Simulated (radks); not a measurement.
The numbers below are computed, except where a source is named.
Q: These are the eigenvalues of the occupied orbitals of an atom or ion with whole-number occupations (eV). Level of theory: Dirac Kohn-Sham, AM05, spin-unpolarised, spherical densities, finite nucleus; Fermi nuclear charge, rms radius of each element as measured or else 0.836 A^(1/3) + 0.57 fm (a radial shooting solver on a logarithmic mesh with Libxc functionals).

1s1/2: -30250.06
2s1/2: -4602.478
2p1/2: -4307.284
2p3/2: -4055.898
3s1/2: -901.6554
3p1/2: -780.9062
3p3/2: -734.5165
3d3/2: -520.8269
3d5/2: -511.1750
4s1/2: -148.0600
4p1/2: -107.1827
4p3/2: -98.5447
4d3/2: -33.8984
4d5/2: -32.6498
5s1/2: -12.6540
5p1/2: -5.0886
5p3/2: -4.4742

Which element is it, and in what charge state? The configuration may be excited. Open shells, if any, fill j = l - 1/2 first.

A: Z = 51, antimony, charge 0: Sb in [Kr] 4d10 5s2 5p3. The list shows which subshells hold electrons but not how many an open one holds; the 1s level, -1111.7 hartree, gives Z - s = 47.2 by -(Z - s)^2/2, which with screening and relativity narrows Z to a few neighbours, and the depths of the outer levels then fix element, charge and occupations together.
